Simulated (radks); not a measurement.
Results of a calculation; reference values are marked as such.
Q: Spherical quantum dot in the effective-mass picture: electrons in a hard-walled sphere of radius 4.88, with a point charge +1 (a donor) at the centre, all in effective atomic units (hartree* = m*/eps^2 hartree, bohr* = eps/m* bohr), one dielectric constant everywhere. Level of theory: non-relativistic Kohn-Sham, PBEsol, spin-polarised, spherical densities (a radial shooting solver with Libxc functionals). Levels are named by radial order and angular momentum (1s, 1p, 1d, 2s, ...), and open shells are averaged over m. At N = 32 the configuration is 1s2 1p6 1d10 2s(up 1, down 0) 1f(up 7, down 6). Does electron 33 go into 1g up or 2s down or 1f down?

A: Into 1f down. The total energies of the other choices lie higher by 0.195 hartree* (2s down), 0.293 hartree* (1g up).
